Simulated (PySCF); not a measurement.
## NaSe⁻: from constants to spectrum

RHF-CCSD(T) constants of NaSe⁻, ¹Σ⁺ (singlet), closed shell (basis Na def2-SVPD, Se def2-SVPD; no relativity; PySCF 2.14; masses 22.9898 and 79.9165 u):

| Quantity | Value |
| --- | --- |
| ωe | 258.8 cm⁻¹ |
| ωexe | 1.48 cm⁻¹ |
| Be | 0.13935 cm⁻¹ |
| αe | 0.00101 cm⁻¹ |
| D (centrifugal) | 1.62e-07 cm⁻¹ |

Problem. Give the band origin of the fundamental and the first lines of its P and R branches.

Solution. ν0 = ωe − 2ωexe = 255.8 cm⁻¹, B0 = 0.13884, B1 = 0.13784 cm⁻¹.

| J″ | P(J″) − ν0 | R(J″) − ν0 |
| --- | --- | --- |
| 0 |  | 0.276 |
| 1 | -0.278 | 0.549 |
| 2 | -0.557 | 0.821 |
| 3 | -0.839 | 1.091 |
| 4 | -1.123 | 1.358 |
| 5 | -1.409 | 1.624 |
| 6 | -1.696 | 1.887 |

Problem. Near which J would the R branch turn back, without centrifugal distortion?

Solution. At J ≈ (B0 + B1)/(2(B0 − B1)) − 1 ≈ 140.

Correlated steps freeze 10 core orbitals. The CCSD T1 diagnostic is raised, a sign that a single reference may not be enough here.
